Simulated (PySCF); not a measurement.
Species: 1,1,2-trifluoro-2-methylcyclopropane, C₄H₅F₃.
Numbering: `[CH3:1][C@:2]1([F:3])[CH2:4][C:5]1([F:6])[F:7]` (hydrogens: H8, H9, H10 on C1; H11, H12 on C4)

The same species was optimised twice, with GFN2-xTB and with PBE0-D3(BJ)/def2-SVP (PySCF), and the same property calculations (PySCF, gas phase) were run on both structures.

```tsv
coordinate	GFN2-xTB	PBE0-D3(BJ)/def2-SVP	change
C2–C5 (Å)	1.498	1.486	-0.012
C5–F7 (Å)	1.350	1.340	-0.010
C1–C2 (Å)	1.504	1.494	-0.010
C5–F6 (Å)	1.342	1.332	-0.010
C4–C5 (Å)	1.495	1.485	-0.010
C2–F3 (Å)	1.368	1.358	-0.010
C2–C4 (Å)	1.515	1.524	+0.009
C2–C5–F6 (°)	122.0	119.4	-2.6
F6–C5–F7 (°)	108.5	110.5	+2.0
C2–C5–C4 (°)	60.8	61.7	+0.9
C4–C5–F6 (°)	120.3	119.4	-0.9
F3–C2–C5 (°)	116.0	115.2	-0.8
C1–C2–F3 (°)	112.5	113.1	+0.6
C1–C2–C5 (°)	121.7	122.3	+0.6
C2–C4–C5 (°)	59.7	59.2	-0.5
```

Rotational constants: A = 3675, B = 2477, C = 1926 MHz (GFN2-xTB) against A = 3670, B = 2545, C = 1965 MHz (PBE0-D3(BJ)/def2-SVP). Point groups within 0.08 Å: C1 and C1. Atoms that the bonding makes alike are paired by their places after alignment.

On the GFN2-xTB structure: HOMO (eV) -8.18 [PBE0/pcSseg-1]; LUMO (eV) 1.26 [PBE0/pcSseg-1]; dipole (D) 2.43 [PBE0/pcSseg-1]; GIAO shielding of C1 (ppm) 168.3 [PBE0/pcSseg-1]; GIAO shielding of C2 (ppm) 105.7 [PBE0/pcSseg-1]; GIAO shielding of F3 (ppm) 381.4 [PBE0/pcSseg-1]; GIAO shielding of C4 (ppm) 162.8 [PBE0/pcSseg-1]; GIAO shielding of C5 (ppm) 68.8 [PBE0/pcSseg-1]; GIAO shielding of F6 (ppm) 332.8 [PBE0/pcSseg-1]; GIAO shielding of F7 (ppm) 325.6 [PBE0/pcSseg-1].

What do these properties become on the PBE0-D3(BJ)/def2-SVP structure?

```
                                    property          level  on GFN2-xTB  on PBE0-D3(BJ)/def2-SVP  change
                                   HOMO (eV)  PBE0/pcSseg-1        -8.18                    -8.15   +0.03
                                   LUMO (eV)  PBE0/pcSseg-1         1.26                     1.36   +0.10
                                  dipole (D)  PBE0/pcSseg-1         2.43                     2.36   -0.07
energy, GFN2-xTB geometry as zero (kcal/mol)  PBE0/pcSseg-1          0.0                     -0.5    -0.5
                  GIAO shielding of C1 (ppm)  PBE0/pcSseg-1        168.3                    167.4    -0.9
                  GIAO shielding of C2 (ppm)  PBE0/pcSseg-1        105.7                    108.6    +2.9
                  GIAO shielding of F3 (ppm)  PBE0/pcSseg-1        381.4                    384.4    +3.0
                  GIAO shielding of C4 (ppm)  PBE0/pcSseg-1        162.8                    161.0    -1.8
                  GIAO shielding of C5 (ppm)  PBE0/pcSseg-1         68.8                     71.6    +2.8
                  GIAO shielding of F6 (ppm)  PBE0/pcSseg-1        332.8                    336.1    +3.3
                  GIAO shielding of F7 (ppm)  PBE0/pcSseg-1        325.6                    331.2    +5.6
```

The heavy atoms differ by 0.027 Å rms after alignment. Among bonds between heavy atoms C2–C5 changes most (-0.012 Å). Changes are differences of the printed values. Neither structure is proved a minimum here.
